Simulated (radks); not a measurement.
The numbers below are computed, except where a source is named.
Question: The table gives one normalised radial function P(r) = r R(r) of Hf in [Xe] 4f14 5d2 6s2 (r in bohr). Level of theory: scalar-relativistic Kohn-Sham, r2SCAN, spin-polarised, spherical densities, finite nucleus; open shells are filled with parallel spins first (spin-orbit coupling, left out, can overturn this in heavy ions); meta-GGA in the generalised Kohn-Sham scheme; Fermi nuclear charge, rms radius 5.347 fm (a radial shooting solver on a logarithmic mesh with Libxc functionals).

| r | P |
|---|---|
| 0.0006946 | 0.0000 |
| 0.0008151 | 0.0000 |
| 0.0009565 | 0.0000 |
| 0.001122 | 0.0000 |
| 0.001317 | 0.0000 |
| 0.001546 | 0.0000 |
| 0.001814 | 0.0000 |
| 0.002129 | 0.0000 |
| 0.002498 | 0.0000 |
| 0.002932 | 0.0000 |
| 0.00344 | 0.0000 |
| 0.004037 | 0.0000 |
| 0.004738 | 0.0000 |
| 0.00556 | 0.0000 |
| 0.006524 | 0.0000 |
| 0.007656 | 0.0000 |
| 0.008913 | 0.0000 |
| 0.01046 | 0.0001 |
| 0.01227 | 0.0001 |
| 0.0144 | 0.0003 |
| 0.0169 | 0.0005 |
| 0.01984 | 0.0008 |
| 0.02328 | 0.0015 |
| 0.02732 | 0.0026 |
| 0.03206 | 0.0044 |
| 0.03762 | 0.0076 |
| 0.04415 | 0.0129 |
| 0.05181 | 0.0216 |
| 0.0608 | 0.0354 |
| 0.07135 | 0.0569 |
| 0.08372 | 0.0895 |
| 0.09825 | 0.1372 |
| 0.1153 | 0.2045 |
| 0.1353 | 0.2954 |
| 0.1588 | 0.4121 |
| 0.1863 | 0.5531 |
| 0.2187 | 0.7121 |
| 0.2566 | 0.8768 |
| 0.3011 | 1.0299 |
| 0.3534 | 1.1518 |
| 0.4147 | 1.2221 |
| 0.4866 | 1.2283 |
| 0.5711 | 1.1705 |
| 0.6702 | 1.0608 |
| 0.7865 | 0.9168 |
| 0.9229 | 0.7572 |
| 1.083 | 0.5985 |
| 1.271 | 0.4526 |
| 1.48 | 0.3324 |
| 1.736 | 0.2290 |
| 2.038 | 0.1495 |
| 2.391 | 0.0920 |
| 2.806 | 0.0533 |
| 3.293 | 0.0290 |
| 3.864 | 0.0145 |
| 4.535 | 0.0065 |
| 5.322 | 0.0026 |
| 6.245 | 0.0009 |
| 7.329 | 0.0002 |
| 8.6 | 0.0001 |
| 10.09 | 0.0000 |
| 11.84 | 0.0000 |
| 13.9 | 0.0000 |
| 16.31 | 0.0000 |

Which n and l does it have? It may be an empty orbital.

Answer: n = 4, l = 3: the number of nodes gives n - l - 1 = 0, the rise at small r (about r^(l+1), flatter next to the nucleus through relativity) gives l, and the extent must fit the shell. The curve is that of 4f up; the table hardly tells the two spins apart. 4f up: eigenvalue -17.008 eV, 0 radial nodes, <r> = 0.679 bohr, 90 % of the charge inside 1.15 bohr.
